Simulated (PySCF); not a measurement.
Two species compared at the same levels of theory.

First species: C6H10N2Si.
SMILES: `C#C[C@@H](C#N)CCN[SiH3]`

Second species: 3-pentanone, C5H10O.
Z-matrix (Å and degrees, GFN2-xTB geometry), rows numbered from 1:
```
C 
C   1  1.5229
C   2  1.5171  1  112.30
O   3  1.2032  2  122.99  1    11.79
C   3  1.5173  2  114.00  1  -168.12
C   5  1.5228  3  112.33  2  -166.96
H   1  1.0870  2  110.24  3    62.29
H   1  1.0870  2  110.66  3  -177.25
H   1  1.0867  2  110.02  3   -56.76
H   2  1.0938  1  110.00  3   119.26
H   2  1.0920  1  110.93  3  -122.25
H   5  1.0938  3  107.07  2    72.27
H   5  1.0919  3  109.09  2   -43.54
H   6  1.0870  5  110.64  3  -175.87
H   6  1.0872  5  110.21  3    63.64
H   6  1.0867  5  110.00  3   -55.40
```

Levels: PBE0/pcSseg-1 for dipole moment, HOMO energy, LUMO energy and HOMO–LUMO gap; GFN2-xTB for rotational constant A and rotational constant C. Geometries: GFN2-xTB. All species are isolated and taken at one optimised geometry, non-relativistic unless stated. Electronic properties by PySCF.

Dipoles, sizes and rotational constants follow the conformer. The torsions of the flexible species, by atom-mapped SMILES:
- `[CH:1]#[C:2][C@@H:3]([C:4]#[N:5])[CH2:6][CH2:7][NH:8][SiH3:9]`: C2–C3–C6–C7 179°, C3–C6–C7–N8 -58°, C6–C7–N8–Si9 -70°
- `[CH3:1][CH2:2][C:3](=[O:4])[CH2:5][CH3:6]`: C1–C2–C3–O4 12°, C2–C3–C5–C6 -167°

```
             property   column X   column Y
        dipole moment     2.71 D     3.11 D
          HOMO energy   -7.19 eV   -7.16 eV
          LUMO energy   -0.23 eV    0.11 eV
        HOMO–LUMO gap    6.96 eV    7.27 eV
rotational constant A  8.813 GHz  2.121 GHz
rotational constant C  1.698 GHz  0.617 GHz
```

Which column belongs to which species?

Column X is the second species and column Y the first. The first has 19 atoms and 74 electrons, the second 16 and 48.

How does each property change from the first species to the second?

dipole moment -0.40 D; HOMO energy -0.03 eV; LUMO energy -0.34 eV; HOMO–LUMO gap -0.31 eV; rotational constant A +6.692 GHz; rotational constant C +1.081 GHz.

On the first: In atomic units the dipole is 1.22 e·bohr (1 au = 2.5417 D).

On the second: In atomic units the dipole is 1.06 e·bohr (1 au = 2.5417 D). Point group C2 permits a dipole; with 2.71 D the species has a pure rotational spectrum.
